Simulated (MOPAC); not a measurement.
MOPAC input (PM7):

```
PM7 FORCE THERMO(298,298) PRECISE LET GEO-OK AUX(PRECISION=9) THREADS=1
BeF2

Be   -0.00000000 1   -0.00000000 1    0.00000046 1
F     0.00000000 1    0.00000000 1   -1.35744659 1
F     0.00000000 1    0.00000000 1    1.35744628 1
```

From the output:

```
     F    3   6.302179   0.393671   6.691427

          HEAT OF FORMATION =    -183.544201 KCALS/MOLE

          ZERO POINT ENERGY       4.125 KCAL/MOL

           NORMAL COORDINATE ANALYSIS (Total motion = 1 Angstrom)

   Root No.       1         2         3         4

                 1 Piu     1 Piu     1 Sig     1 Siu

                 188.4     188.4     795.4    1713.6

           1    0.0000   -0.0000   -0.0000    0.6783
           2    0.6781   -0.0158   -0.0000   -0.0000
           3    0.0158    0.6781   -0.0000    0.0000
           4   -0.0000    0.0000    0.5000   -0.1609
           5   -0.1608    0.0038   -0.0000   -0.0000
           6   -0.0038   -0.1608    0.0000   -0.0000
           7   -0.0000    0.0000   -0.5000   -0.1609
           8   -0.1608    0.0038    0.0000    0.0000
           9   -0.0038   -0.1608   -0.0000   -0.0000

           MASS-WEIGHTED COORDINATE ANALYSIS (NORMAL COORDINATES)

   Root No.       1         2         3         4

                 1 Piu     1 Piu     1 Sig     1 Siu

                 188.4     188.4     795.4    1713.6

           1    0.0000   -0.0000   -0.0000    0.8990
           2    0.8988   -0.0210   -0.0000   -0.0000
           3    0.0210    0.8988   -0.0000    0.0000
           4   -0.0000    0.0000    0.7071   -0.3096
           5   -0.3095    0.0072   -0.0000   -0.0000
           6   -0.0072   -0.3095    0.0000   -0.0000
           7   -0.0000    0.0000   -0.7071   -0.3096
           8   -0.3095    0.0072    0.0000    0.0000
           9   -0.0072   -0.3095   -0.0000   -0.0000

          DESCRIPTION OF VIBRATIONS

 VIBRATION          2    1Piu        ATOM PAIR     ENERGY CONTRIBUTION    RADIAL
 FREQUENCY           188.43         Be1 -- F 3         +50.0% ( 90.4%)      0.0%
 TRANSITION DIPOLE   3.3348         Be1 -- F 2         +50.0% ( 90.4%)      0.0%
 TRAVEL (Ang.)       0.2395
 REDUCED MASS        6.2371
 EFFECTIVE MASS     10.6414
 FORCE CONSTANT      0.1305

 VIBRATION          3    1Sig        ATOM PAIR     ENERGY CONTRIBUTION    RADIAL
 FREQUENCY           795.37         Be1 -- F 2         +50.0% ( 68.7%)    100.0%
 TRANSITION DIPOLE   0.0000         Be1 -- F 3         +50.0% ( 68.7%)    100.0%
 TRAVEL (Ang.)       0.0945
 REDUCED MASS        9.4992
 EFFECTIVE MASS     18.9984
 FORCE CONSTANT      3.5406

 VIBRATION          4    1Siu        ATOM PAIR     ENERGY CONTRIBUTION    RADIAL
 FREQUENCY          1713.58         Be1 -- F 3         +50.0% ( 91.0%)    100.0%
 TRANSITION DIPOLE   6.0563         Be1 -- F 2         +50.0% ( 91.0%)    100.0%
 TRAVEL (Ang.)       0.0794
 REDUCED MASS        6.2371
 EFFECTIVE MASS     10.6414
 FORCE CONSTANT     10.7904

      SYMMETRY NUMBER FOR POINT-GROUP D*h =  2

          SYSTEM IS A GROUND STATE

 BeF2

          MOLECULE IS LINEAR

          THERE ARE  4 GENUINE VIBRATIONS IN THIS SYSTEM
          THIS THERMODYNAMICS CALCULATION IS LIMITED TO
          MOLECULES WHICH HAVE NO INTERNAL ROTATIONS

                    CALCULATED THERMODYNAMIC PROPERTIES
                                          *
   TEMP. (K)   PARTITION FUNCTION   H.O.F.    ENTHALPY  HEAT CAPACITY ENTROPY
                                   KCAL/MOL   CAL/MOLE    CAL/K/MOL  CAL/K/MOL

 298.00  VIB.     0.2864D+01                   777.3986     4.4037     4.7000
         ROT.     0.4301D+03                   592.1869     1.9872    14.0377
         INT.     0.1232D+04                  1369.5855     6.3909    18.7377
         TRA.     0.3116D+27                  1480.4672     4.9680    37.4658
         TOT.                     -183.544    2850.0527    11.3589    56.2035

   *: NOTE: HEATS OF FORMATION ARE RELATIVE TO THE
            ELEMENTS IN THEIR STANDARD STATE AT 298K
              (=  Standard Enthalpy of Formation).

            Hvib:  Zero-point energy is not included.
                   frequencies of less than zero cm-1 are not included.
            Hrot = (3/2)RT
            Htra = (3/2)RT + pV = (5/2)RT

            Heat capacity is Cp, not Cv

          For more information, see: HTTP://OpenMOPAC.net/Manual/thermochemistry.html

           FORCE CONSTANT IN CARTESIAN COORDINATES (Millidynes/A)

    ATOM   CHEMICAL       X               Y               Z
   NUMBER   SYMBOL  FORCE CONSTANT  FORCE CONSTANT  FORCE CONSTANT

      1      Be       12.602463        0.152391        0.152391
      2       F        6.691246        0.038338        0.038338
      3       F        6.691246        0.038338        0.038338

 **********************
 *                    *
 * JOB ENDED NORMALLY *
 *                    *
 **********************

 == MOPAC DONE ==
```
